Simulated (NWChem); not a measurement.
# CH4CdS; SMILES C[S][CdH]

```xyz
7

Cd    -0.0247    -0.8622    -0.0001
H     -0.4704    -2.4709     0.0027
S      0.6690     1.3897     0.0000
C     -0.9015     2.3268     0.0000
H     -1.5047     2.1348    -0.8983
H     -0.6266     3.3911     0.0018
H     -1.5066     2.1322     0.8965
```
Atoms are numbered in this order, from 1.

Structure relaxed at the PBE0/def2-SVP level. No frequency run checked for a minimum. def2 effective core potentials on Cd; no spin-orbit coupling.

**Question.** List the 4 lowest vertical singlet excitations from PBE0/def2-SVPD with def2 effective core potentials on Cd, TDA (NWChem).

**Answer.** 
| state | energy (eV) | oscillator strength | leading excitation (squared amplitude) |
|---|---|---|---|
| S1 | 4.28 | 0.001 | HOMO → LUMO (0.98) |
| S2 | 4.77 | 0.022 | HOMO → LUMO+2 (0.98) |
| S3 | 4.99 | 0.016 | HOMO → LUMO+1 (0.85) |
| S4 | 5.38 | 0.008 | HOMO−1 → LUMO (0.86) |
